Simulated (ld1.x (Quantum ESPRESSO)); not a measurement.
**Ti (Z = 22): one change to a TM potential, before and after**

* Element: Ti
* Generator: ld1.x (Quantum ESPRESSO) 7.5
* Type: norm-conserving Troullier–Martins (Kleinman–Bylander form)
* Functional: BP86
* Relativity: non-relativistic
* Frozen core: [Ar]
* Valence charge: 4
* Reference configuration: 3d2 4s1.5 4p0 (charge +0.5)
* Partial waves: 4s (bound): rc 2.65 bohr; 4p (bound, empty): rc 3.40 bohr; 3d (bound): rc 2.55 bohr
* Local potential: the d channel
* Core correction: a·sin(br)/r model core inside 2.30 bohr

Change: wave 3d (bound): rc 2.55 bohr becomes 3d (bound): rc 2.48 bohr.

Cutoffs: the cutoffs (Ry, on a coarse ladder) from which the occupation-weighted sum of valence levels, in a spherical-Bessel basis at the reference potential, stays within 10 and 1 mRy of its value at 400 Ry; they do not see the model core or the augmentation charge, which bear on the density cutoff. Errors are all-electron minus pseudo energies relative to the spin-unpolarised reference configuration.

Task: Predict the effect on cutoff, ghosts and configuration errors.

Result: The potential gets neither clearly harder nor softer (35 Ry and 45 Ry → 40 Ry and 45 Ry); both files keep a bound ghost (p, s); of the 7 tests that both files solve, the error grows in 2 and shrinks in 1 by more than 15 % and 0.3 meV (median size 25.6 → 24.9 meV); the range in which the p phases agree narrows (upper end at the end of the scan → 2.3).

```tsv
quantity	base	changed
cutoff, loose	35 Ry	40 Ry
cutoff, tight	45 Ry	45 Ry
bound ghosts	s, p	s, p
error for 3d2 4s2 4p0, meV [ΔE -2.99 eV]	-0.1	-0.1
error for 3d2 4s1 4p0, meV [ΔE 4.47 eV]	-0.8	-0.8
error for 3d2 4s0 4p0, meV [ΔE 18.03 eV]	-26	-25
error for 3d1 4s2 4p0, meV [ΔE 7.09 eV]	+94	+73
error for 3d2.5 4s1.5 4p0, meV [ΔE -2.72 eV]	-10	-12
error for 3d3 4s1 4p0, meV [ΔE -2.02 eV]	-41	-46
error for 3d3 4s0 4p0, meV [ΔE 4.35 eV]	-28	-42
s: phases at 3.68 bohr within 0.05 rad from the reference energy up to (Ry; the scan ends near 5)	1.2	1.1
p: phases at 3.68 bohr within 0.05 rad from the reference energy up to (Ry; the scan ends near 5)	to the end of the scan	2.3
d: phases at 3.68 bohr within 0.05 rad from the reference energy up to (Ry; the scan ends near 5)	0.0	0.1
```

 A true bound ghost makes a file unfit for plane-wave use even where its test errors are small: the radial tests pick states by their node count and pass the ghost by.
